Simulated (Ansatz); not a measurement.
Ir, quartet (core potentials on Ir).

The Ansatz (a quantum-chemistry and plane-wave program) input:
Ansatz 0.2 input:
```yaml
crystal:
  periodic: [false, false, false]
  atoms:
    - {symbol: Ir, position_ang: [0.00000000, 0.00000000, 0.00000000]}
basis:
  gaussian:
    orbitals: def2-TZVP
hamiltonian:
  xc: pbe
magnetization: {spin_polarized: true, initial_magnetization: 3}
```

Q: What is the computed number of basis functions (Ansatz with PBE/def2-TZVP)?

A: 40

Q: What is the computed <S^2> (PBE/def2-TZVP)?

A: 3.751

Q: Roughly what does it cost on one core?

A: roughly 11 core-seconds.
